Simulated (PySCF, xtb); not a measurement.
Al(H)(NMe2)(SH) (C2H8AlNS), SMILES C[N](C)[AlH][SH].

xtb with GFN2-xTB at its own geometry gives an orbital gap of 3.26 eV and a dipole moment of 1.96 D.

The structure is a stationary point at ωB97X-D3(BJ)/def2-SVP. The structure was generated by enumeration; whether it is a known compound was not checked. One conformer was computed; it need not be the lowest.

What does r2SCAN/def2-TZVP (PySCF) give? (An estimate is asked for; the answer gives what the named calculation found.)

gap 4.60 eV (levels -5.45 and -0.85 eV), dipole 1.19 D.
